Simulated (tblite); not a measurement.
C3H14BNSi2.
SMILES with atom numbers: `[CH3:1][Si@H:2]([CH2:3][SiH3:4])[CH2:5][BH:6][NH2:7]` (hydrogens: H8, H9, H10 on C1; H11 on Si2; H12, H13 on C3; H14, H15, H16 on Si4; H17, H18 on C5; H19 on B6; H20, H21 on N7)

Computed with GFN2-xTB (tblite), gas phase: L-BFGS steps from a force-field or distance-geometry start until the largest atomic force falls under 0.01 eV/Å.

Step 23: E = -575.4597 eV
```
atom  x, y, z in Å  |  force x, y, z in eV/Å
C1     -1.2840    2.2607   -0.4171    0.130  -0.013  -0.007
Si2    -0.0476    0.8712   -0.8757   -0.354  -0.039  -0.224
C3     -0.9942   -0.7890   -0.9103    0.057  -0.027  -0.076
Si4    -1.8748   -1.4157    0.6647    0.153   0.010  -0.179
C5      1.4026    0.7922    0.3730   -0.188   0.297   0.046
B6      2.3651   -0.3958    0.0723    0.010  -0.093   0.146
N7      2.5338   -1.5909    0.8846   -0.392  -0.072   0.230
H8     -0.7625    3.2201   -0.4662   -0.290  -0.117   0.092
H9     -1.6858    2.1275    0.5925    0.118   0.112  -0.288
H10    -2.1294    2.2942   -1.1135    0.318  -0.012   0.235
H11     0.4614    1.1655   -2.2528   -0.065  -0.078   0.287
H12    -0.2449   -1.5212   -1.2217   -0.176  -0.141   0.030
H13    -1.7329   -0.7451   -1.7183    0.120  -0.027   0.136
H14    -2.9267   -0.4614    1.0566    0.159  -0.098   0.033
H15    -2.5182   -2.7130    0.3719    0.076   0.129   0.055
H16    -0.8772   -1.6271    1.7359   -0.201   0.079  -0.109
H17     1.9094    1.7347    0.1863    0.153   0.170   0.161
H18     0.9638    0.8418    1.3703    0.135  -0.090   0.064
H19     3.0267   -0.2838   -0.8859   -0.005  -0.243  -0.297
H20     1.8378   -2.3194    0.7118    0.614   0.245   0.001
H21     2.5689   -1.4284    1.8930   -0.372   0.008  -0.336
```

Step 24: E = -575.4883 eV
```
atom  x, y, z in Å  |  force x, y, z in eV/Å
C1     -1.2841    2.2643   -0.4149    0.128  -0.012   0.017
Si2    -0.0348    0.8722   -0.8644   -0.642   0.032  -0.303
C3     -0.9856   -0.7822   -0.8968   -0.045  -0.114  -0.008
Si4    -1.8774   -1.4244    0.6638    0.173  -0.019  -0.082
C5      1.4177    0.8001    0.3707   -0.214   0.251   0.073
B6      2.3638   -0.3963    0.0791    0.067  -0.198   0.190
N7      2.5206   -1.5848    0.8965   -0.342   0.180   0.156
H8     -0.7487    3.2195   -0.4704   -0.403  -0.172   0.070
H9     -1.6992    2.1524    0.5966    0.215   0.072  -0.402
H10    -2.1313    2.2898   -1.1172    0.469   0.018   0.308
H11     0.4437    1.1589   -2.2576   -0.033  -0.073   0.343
H12    -0.2416   -1.5218   -1.1990   -0.154  -0.139  -0.037
H13    -1.7367   -0.7467   -1.6938    0.199   0.013   0.067
H14    -2.9379   -0.4820    1.0638    0.170  -0.108   0.022
H15    -2.5105   -2.7242    0.3435    0.094   0.177   0.082
H16    -0.8813   -1.6421    1.7392   -0.240   0.075  -0.134
H17     1.9184    1.7294    0.1603    0.377   0.462   0.046
H18     1.0047    0.8903    1.3690   -0.017  -0.165   0.260
H19     3.0201   -0.2904   -0.8783    0.033  -0.298  -0.408
H20     1.8824   -2.3394    0.6570    0.574   0.091   0.069
H21     2.4887   -1.4253    1.9043   -0.408  -0.073  -0.328
```

Step 25: E = -575.5285 eV
```
atom  x, y, z in Å  |  force x, y, z in eV/Å
C1     -1.2812    2.2806   -0.4170    0.070  -0.005   0.077
Si2    -0.0231    0.8803   -0.8477   -0.883   0.178  -0.248
C3     -0.9719   -0.7663   -0.8621   -0.199  -0.324   0.115
Si4    -1.8855   -1.4537    0.6627    0.131  -0.051   0.122
C5      1.4480    0.8327    0.3563   -0.111   0.419   0.264
B6      2.3652   -0.3964    0.1039    0.106  -0.161   0.127
N7      2.4890   -1.5705    0.9231   -1.050  -0.536  -0.010
H8     -0.7371    3.2316   -0.4816   -0.443  -0.178   0.016
H9     -1.7148    2.2058    0.5932    0.316  -0.028  -0.437
H10    -2.1314    2.2960   -1.1206    0.584   0.040   0.305
H11     0.4064    1.1501   -2.2586    0.032  -0.062   0.324
H12    -0.2316   -1.5143   -1.1470   -0.102  -0.137  -0.146
H13    -1.7363   -0.7492   -1.6438    0.255   0.074  -0.102
H14    -2.9712   -0.5490    1.0871    0.201  -0.104  -0.018
H15    -2.5005   -2.7562    0.2963    0.128   0.243   0.091
H16    -0.9093   -1.6951    1.7529   -0.243   0.077  -0.154
H17     1.9608    1.7377    0.0782    0.458   0.463  -0.039
H18     1.0845    1.0173    1.3624   -0.098  -0.274   0.230
H19     3.0260   -0.3085   -0.8531    0.007  -0.396  -0.435
H20     1.9858   -2.4072    0.5331    1.204   1.065   0.795
H21     2.3192   -1.4486    1.9336   -0.361  -0.303  -0.877
```

Q: Estimate the geometry and energy of step 26. (The exact step hangs on the optimiser's Hessian estimate; all steps are aligned on step 25, rigid shifts and turns removed.)

A: E = -575.6147 eV, largest force 1.516 eV/Å
```
atom  x, y, z in Å  |  force x, y, z in eV/Å
C1     -1.2587    2.2736   -0.4140   -0.218  -0.029   0.209
Si2    -0.0124    0.8681   -0.8489   -0.898   0.486   0.206
C3     -0.9427   -0.7644   -0.8786   -0.429  -0.733   0.243
Si4    -1.8623   -1.4450    0.6130   -0.127  -0.051   0.896
C5      1.4390    0.8484    0.3564    0.350  -0.243   0.029
B6      2.3508   -0.3947    0.1123    0.205   0.103  -0.478
N7      2.4352   -1.5377    0.9396   -0.201   0.173  -0.986
H8     -0.7550    3.2353   -0.4553   -0.088   0.039  -0.228
H9     -1.7209    2.2421    0.5774    0.320  -0.335  -0.077
H10    -2.1108    2.2766   -1.1023    0.427   0.067  -0.021
H11     0.3880    1.1291   -2.2345    0.224   0.059  -0.183
H12    -0.2624   -1.5742   -1.1303    0.172   0.052  -0.371
H13    -1.7450   -0.7661   -1.6086    0.204   0.215  -0.564
H14    -2.9322   -0.5669    1.0989    0.033   0.037  -0.094
H15    -2.4806   -2.7409    0.2859    0.055   0.057  -0.049
H16    -0.9385   -1.6698    1.7345   -0.003  -0.014  -0.029
H17     1.9571    1.7400    0.1298    0.859   1.094  -0.603
H18     1.1594    1.0345    1.3621   -0.726  -0.317   1.067
H19     2.9878   -0.3699   -0.8804   -0.169  -0.327  -0.157
H20     2.0951   -2.3840    0.4992    0.641  -0.016   0.531
H21     2.2002   -1.4168    1.8952   -0.633  -0.317   0.658
```

The energy changes by -0.0862 eV. The first-order estimate −F·Δx gives -0.3075 eV and the mean of the old and new forces, exact on a quadratic surface, -0.0907 eV. The step makes an angle of 68° with the force vector and moves no atom by more than 0.129 Å.

What follows is the cost of the whole relaxation. The run took 1.9 s of wall time on one thread, Arm Neoverse N1 (aarch64), no GPU, shared host with 64 logical CPUs at a one-minute load of 56.
